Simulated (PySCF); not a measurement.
Cartesian coordinates in Å; atom numbers follow the order of the lines, from 1:
```xyz
11

C    -2.704    1.569   -0.496
C    -1.425    1.621   -0.903
C    -0.416    0.737   -0.455
C     0.473   -0.018   -0.082
C     1.450   -0.861    0.339
C     2.326   -1.627    0.721
C     3.307   -2.480    1.147
N     4.140   -3.209    1.511
H    -3.436    2.282   -0.881
H    -3.045    0.821    0.223
H    -1.111    2.384   -1.626
```

- PBE0-D3(BJ)/def2-SVP structure
- NMR shieldings at PBE0/pcSseg-1/GIAO
- program: PySCF
- relativity neglected, a single conformation, no solvent model

δ = σ(ref) − σ, references computed at the same level: ¹³C (σref 184.41) and ¹H (σref 31.27) against TMS; NH3 for ¹⁵N (σref 265.67).

```tsv
atoms	nucleus	count	Hirshfeld charge	δ (ppm)
C7	¹³C	1	0.08	112.0
C3	¹³C	1	0.01	?
C6	¹³C	1	-0.01	?
H9	¹H	1	0.06	6.35
H10	¹H	1	0.06	6.52
N8	¹⁵N	1	-0.18	317.8
C1	¹³C	1	-0.05	149.1
C2	¹³C	1	-0.03	122.2
C5	¹³C	1	0.01	67.7
H11	¹H	1	0.07	?
C4	¹³C	1	-0.04	84.8
```

Complete the table.

Results:


- C3: 79.0 ppm, alkyne carbon; the triple bond shields along its axis, which puts it between sp3 and sp2 carbons
- C6: 64.5 ppm, alkyne carbon; sp carbons lie upfield of alkene carbons because the cylindrical π system leaves one tensor component strongly shielded
- H11: 6.01 ppm, hydrogen on an alkene CH; a vinylic proton, deshielded by the sp2 carbon and the C=C anisotropy

Shifts are as computed. Against solution values, carbons near 30 ppm lie about +2 ppm off and those near 130 ppm about +5 ppm. Of 1211 compounds with measured shifts, 218 miss one by over three times the rms of a fit or turn the order of signals round; such compounds aren't used in these exercises. Experimental scales use liquid or dissolved standards, which lie at an offset from isolated NH3 (liquid NH3: subtract about 20 ppm). Unscaled 15N shifts of sp2 nitrogen come out 20 to 40 ppm too high even then.
